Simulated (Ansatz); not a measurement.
Cost and result for the atomization energy of C$_{3}$H$_{6}$OSSi, SMILES `C=C([SiH3])C(=O)S` (12 atoms, 11 bonds).

| atom | x (Å) | y (Å) | z (Å) |
| --- | --- | --- | --- |
| C1 | 1.022 | 0.683 | 0.815 |
| C2 | 0.114 | 0.024 | 0.098 |
| Si3 | 0.416 | -0.491 | -1.688 |
| C4 | -1.153 | -0.506 | 0.663 |
| O5 | -1.675 | -1.483 | 0.189 |
| S6 | -1.945 | 0.292 | 2.045 |
| H7 | 1.961 | 1.002 | 0.375 |
| H8 | 0.888 | 0.903 | 1.871 |
| H9 | -0.753 | -0.128 | -2.526 |
| H10 | 0.681 | -1.945 | -1.786 |
| H11 | 1.615 | 0.262 | -2.144 |
| H12 | -1.171 | 1.387 | 2.086 |

Charge 0, multiplicity 1. Geometry: relaxed with PBE0-D4/def2-TZVP. It is one conformer, not always the lowest. Program: Ansatz. All runs use 4 threads of an Arm Neoverse V2 on a shared host. Times are those of one run each, without the atoms' runs, and a repeat can differ threefold. Electronic energies, without spin–orbit coupling; frozen cores. CCSD(T)/CBS adds CCSD(T) − MP2 in def2-TZVPP to the MP2 limit, and its time is that of the two runs behind it. T1 = 0.016; the RHF reference is unstable towards UHF. B3LYP takes the VWN-RPA correlation (the form of Gaussian; ORCA's B3LYP/G).

CCSD(T)/CBS is a level of theory with its own doubt, some kJ/mol a heavy atom from the limit and from the frozen cores, so smaller differences don't rank the functionals.

```
                             level  functions  wall time
   PBE-D4/def2-TZVPP (with forces)        292      3.5 s
                PBE0-D4/def2-TZVPP        292      4.4 s
r2SCAN-D4/def2-TZVPP (with forces)        292        7 s
 B3LYP-D4/def2-TZVPP (with forces)        292      7.5 s
                 B2PLYP/def2-TZVPP        292      9.5 s
                ωB97X-V/def2-TZVPP        292       11 s
  ωB97M-V/def2-TZVPP (with forces)        292       17 s
                    MP2/def2-QZVPP        548       43 s
                CCSD(T)/def2-TZVPP        292      6 min
                 CCSD(T)/CBS(def2)          –    6.7 min
```

What atomization energy does each give, and how far from CCSD(T)/CBS? (An estimate is asked.)

Computed: 
| level | atomization (kcal/mol) | difference from CCSD(T)/CBS | per bond |
| --- | --- | --- | --- |
| PBE-D4/def2-TZVPP (with forces) | 1135.5 | 33.6 | 3.0 |
| PBE0-D4/def2-TZVPP | 1108.7 | 6.8 | 0.6 |
| r2SCAN-D4/def2-TZVPP (with forces) | 1110.4 | 8.5 | 0.8 |
| B3LYP-D4/def2-TZVPP (with forces) | 1103.8 | 1.9 | 0.2 |
| B2PLYP/def2-TZVPP | 1090.7 | -11.2 | -1.0 |
| ωB97X-V/def2-TZVPP | 1106.8 | 4.9 | 0.4 |
| ωB97M-V/def2-TZVPP (with forces) | 1107.3 | 5.4 | 0.5 |
| MP2/def2-QZVPP | 1112.2 | 10.3 | 0.9 |
| CCSD(T)/def2-TZVPP | 1071.9 | -30.0 | -2.7 |
| CCSD(T)/CBS(def2) | 1101.9 | 0.0 | 0.0 |

In def2-TZVPP, CCSD(T) changes the Hartree–Fock value by +287.0 kcal/mol (the triples alone add +21.9 kcal/mol) and MP2 by +309.5 kcal/mol; breaking electron pairs costs correlation energy, which Hartree–Fock lacks. The D4 term adds +12.6 kcal/mol with B3LYP and +6.6 kcal/mol with PBE0; it sums over pairs of atoms, weighted by their polarisabilities, and B3LYP, whose exchange is more repulsive, gets the larger term. From PBE to PBE0 (25 % exact exchange), in def2-TZVPP and without D4, the atomization energy moves by −25.6 kcal/mol: exact exchange takes away binding that semilocal exchange gives to molecules.
